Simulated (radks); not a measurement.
Problem. The mean radii <r> (bohr) of the occupied orbitals of an atom or ion are listed with their occupations. All-electron calculation, scalar-relativistic Kohn-Sham, LDA (Slater exchange, Perdew-Wang correlation), spin-polarised, spherical densities, finite nucleus; Fermi nuclear charge, rms radius of each element as measured or else 0.836 A^(1/3) + 0.57 fm. Program: a radial shooting solver on a logarithmic mesh with Libxc functionals.

| orbital | occ. | <r> |
|---|---|---|
| 1s down | 1 | 0.02320 |
| 1s up | 1 | 0.02320 |
| 2s up | 1 | 0.09903 |
| 2s down | 1 | 0.09903 |
| 2p up | 3 | 0.08713 |
| 2p down | 3 | 0.08713 |
| 3s up | 1 | 0.2609 |
| 3s down | 1 | 0.2608 |
| 3p up | 3 | 0.2591 |
| 3p down | 3 | 0.2589 |
| 3d up | 5 | 0.2364 |
| 3d down | 5 | 0.2362 |
| 4s up | 1 | 0.5935 |
| 4s down | 1 | 0.5933 |
| 4p up | 3 | 0.6285 |
| 4p down | 3 | 0.6284 |
| 4d up | 5 | 0.6890 |
| 4d down | 5 | 0.6896 |
| 5s up | 1 | 1.431 |
| 5s down | 1 | 1.448 |
| 5p up | 3 | 1.669 |
| 5p down | 3 | 1.698 |
| 4f up | 5 | 1.016 |

Name the element and its charge. Open shells, if any, are filled with parallel spins first.

Solution. Z = 61, promethium, charge +2: Pm2+ in [Xe] 4f5. The 1s radius gives Z: for a bare nucleus <r> = (2 gamma + 1)/(2Z) with gamma = sqrt(1 - (Z/c)^2), 0.02288 bohr for Z = 61, and screening makes it slightly larger (0.02320 here). The occupations add up to 59, and the charge is Z minus that.
